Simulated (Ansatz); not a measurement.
Born–Oppenheimer molecular dynamics of ClGaH₃NO (7 atoms, charge 0, multiplicity 1). It starts from a relaxed structure.

All numbers below come from RHF/def2-SVP in Ansatz 0.2.0.

* ensemble: NVT, Nosé–Hoover chain
* time step: 0.5 fs
* steps asked: 100
* set temperature: 400 K
* thermostat: time constant 100 fs, chain length 5
* seed: 297862

First frame:

```xyz
7
Properties=species:S:1:pos:R:3
Ga -0.097 -0.195 -0.136
Cl 0.048 -0.445 2.001
O 1.381 -0.226 -1.093
H 2.215 -0.350 -0.670
N -1.696 0.039 -0.915
H -2.563 0.064 -0.417
H -1.820 0.160 -1.900
```

Question: How far do the bonds stretch over the last three quarters of this one trajectory? (Pairs bonded in most of those frames.)

Answer: 
```csv
bond,mean (Å),spread (Å),shortest,longest
Ga1–Cl2,2.139,0.039,2.10,2.21
Ga1–O3,1.766,0.017,1.74,1.79
Ga1–N5,1.799,0.011,1.78,1.81
O3–H4,0.949,0.038,0.89,1.00
N5–H6,1.001,0.012,0.98,1.02
N5–H7,1.002,0.023,0.97,1.04
```

Mean temperature of the second half: 214 K. The conserved energy stayed within 0.68 meV per atom of its start (net change 0.44 meV per atom), so the integration is sound. The mean temperature of the second half is 47 % below the set value. A run of 0.05 ps of so small a system gives no equilibrium averages.

Run time: 3.2 min on 1 thread of Arm Neoverse V1, on a shared host, peak memory 0.18 GiB.
